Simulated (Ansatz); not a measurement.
CH6FNO2Si, SMILES `NC(O)(F)O[SiH3]`. The species carries charge 0 and has multiplicity 1. The structure was optimised at the PBE0-D4/def2-TZVP level. It is one conformer, not always the lowest.

```xyz
12

N    -0.697   -1.807   -0.615
C    -0.266   -0.457   -0.564
O     1.055   -0.342   -0.925
F    -1.045    0.224   -1.477
O    -0.427    0.143    0.653
Si    0.384    1.521    1.133
H    -0.254   -2.331    0.129
H    -1.701   -1.855   -0.498
H     1.175   -0.839   -1.741
H    -0.375    1.987    2.315
H     1.779    1.207    1.525
H     0.372    2.550    0.066
```

**Question.** What is the dipole moment at PBE/def2-TZVPP? (Estimate.)

**Answer.** Ansatz gave: 1.54 D, with components (0.29, -1.46, 0.41) D in this frame, pointing from negative to positive charge.

**Question.** And with r2SCAN, B3LYP, ωB97M-V? (Best estimate.)

**Answer.** Ansatz gave: r2SCAN 1.58 D, B3LYP 1.55 D, ωB97M-V 1.55 D.

**Question.** Give the Mulliken charges with PBE, B3LYP, ωB97M-V in def2-TZVPP. (Estimate.)

**Answer.** The calculation gave: 
```tsv
atom	PBE	B3LYP	ωB97M-V
N1	-0.32	-0.32	-0.28
C2	0.35	0.50	0.46
O3	-0.27	-0.32	-0.30
F4	-0.18	-0.23	-0.21
O5	-0.29	-0.37	-0.36
Si6	0.35	0.42	0.31
H7	0.16	0.15	0.13
H8	0.16	0.15	0.13
H9	0.20	0.20	0.19
H10	-0.06	-0.07	-0.03
H11	-0.06	-0.07	-0.03
H12	-0.05	-0.06	-0.02
```

B3LYP here is the variant with VWN-RPA as its local correlation; programs differ in this.
